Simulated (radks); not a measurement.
Numerical settings for neutral oxygen, [He] 2s2 2p4. Calculated with a radial shooting solver on a logarithmic mesh with Libxc functionals: scalar-relativistic Kohn-Sham, SCAN, spin-polarised, spherical densities, finite nucleus; open shells are filled with parallel spins first; meta-GGA in the generalised Kohn-Sham scheme; Fermi nuclear charge, rms radius 2.6991 fm. The defaults (mesh step 0.008 in ln r, mesh end at 40 bohr or more with all orbitals vanishing there, Anderson mixing 0.5 over 9 steps, residual threshold near 1e-9 with the energy settled to 1e-9 hartree or 1e-11 of itself, here a cap of 88 iterations) give E = -75.101 hartree and 2p at -6.776 eV in 25 iterations. Run on one thread of a shared host, so times are rough (Arm Neoverse V1): 0.15 s of CPU time, 0.15 s wall, 25 iterations on 2208 mesh points. Changes against that run (0 stands for a change within the tolerance of the run):

setting,iterations,converged,E (mhartree),e(2p) (meV),CPU (s)
mesh step in ln r 0.012,22,yes,-2.19,0,0.09
mesh step in ln r 0.02,17,yes,+4.61,+1.45,0.05
mesh step in ln r 0.003,18,no,diverged,-,0.31
mesh end (bohr) 20,25,yes,+0.0777,0,0.15
mesh end (bohr) 8,25,yes,-0.195,+5.77,0.14
residual threshold 0.1,16,yes,0,+0.466,0.1
residual threshold 0.01,16,yes,0,+0.466,0.1
mixing 0.05,40,yes,0,0,0.24
"linear mixing, mixing 0.05",88,no,+0.0258,-134,0.48
"linear mixing, mixing 0.2",88,no,0,0,0.44
mixing history 20,24,yes,0,0,0.15
iteration cap 3,3,no,+0.258,+237,0.02

Settings that end as converged yet miss the energy by more than 1 mhartree: mesh step in ln r 0.012 (-0.00219 hartree); mesh step in ln r 0.02 (+0.00461 hartree). A mesh that ends early acts as a hard wall.
